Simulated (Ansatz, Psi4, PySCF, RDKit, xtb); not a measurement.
Dimer: CH3F (SMILES CF) (first 5 atoms) with CHN (SMILES C#N); geometry from B3LYP-D3(BJ)/def2-TZVP, rigid monomers moved along the line of their centres of mass till F2···H8 is 1.84 Å.
(charge 0, multiplicity 1):
```xyz
8

C     -0.083     0.486    -0.505
F     -0.155    -0.671     0.282
H      0.840     0.449    -1.082
H     -0.949     0.503    -1.165
H     -0.088     1.354     0.154
C     -0.257    -0.200     3.123
N     -0.289     0.195     4.199
H     -0.227    -0.554     2.112
```

Monomers are frozen at their geometry in the pair; levels with a basis set take the counterpoise correction. Rows marked so take none. RDKit's UFF carries no charges.

Frozen-core correlation. Rows in 6-31G* carry no dispersion term and start afresh at each structure (6-31G* with six Cartesian d functions). MP2/6-31G* freezes PySCF's default core.

Codes used: Ansatz (a first-principles code); Psi4 for SAPT; PySCF for 6-31G* rows, the dispersion terms; RDKit for the force fields; xtb for the GFN methods. Values without a source in brackets are computed.

| level | interaction energy (kJ/mol) |
|---|---|
| MMFF94 | 3.4 |
| UFF | 104.0 |
| GFN2-xTB | 1.8 |
| HF/6-31G* (no counterpoise) | -15.8 |
| HF/aug-cc-pVDZ | -7.8 |
| PBE-D4/def2-TZVPPD | -12.5 |
| B3LYP-D4/def2-TZVPPD | -13.0 |
| MP2/6-31G* (no counterpoise) | -20.8 |
| SAPT0/jun-cc-pV(D+d)Z | [?] |

### Question
Fill in the missing entries.

### Answer

- SAPT0/jun-cc-pV(D+d)Z, interaction energy (kJ/mol): -15.1
